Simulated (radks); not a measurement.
Results of a calculation; reference values are marked as such.
Ionisation of neutral ruthenium, [Kr] 4d7 5s1, to Ru+, [Kr] 4d7, under several functionals. Scalar-relativistic Kohn-Sham, spin-polarised, spherical densities, finite nucleus; open shells are filled with parallel spins first (spin-orbit coupling, left out, can overturn this in heavy ions); a radial shooting solver on a logarithmic mesh with Libxc functionals.

functional,E(Ru) (hartree),Exc (hartree),IE (eV),-e(HOMO) (eV),<r> HOMO (bohr),IE error (eV)
XLYP,-4531.75806,-134.46223,7.724,3.914,1.757,+0.364
OLYP,-4532.58032,-135.40737,7.377,3.672,1.736,+0.016
exchange-only PBE,-4528.51695,-131.16697,7.379,2.834,1.761,+0.019
BP86,-4531.68424,-134.39637,7.933,4.034,1.730,+0.572
SCAN,-4531.73919,-134.30426,7.901,3.525,1.727,+0.541
PW91,-4531.50421,-134.22140,7.850,3.897,1.726,+0.489

NIST Atomic Spectra Database: 7.361 eV (measured). Closest: OLYP. The Delta-SCF values span 0.56 eV, the total energies 4.06 hartree. The highest occupied level is 4d. Open shells are spherical and high-spin; term and fine-structure splittings are not resolved.
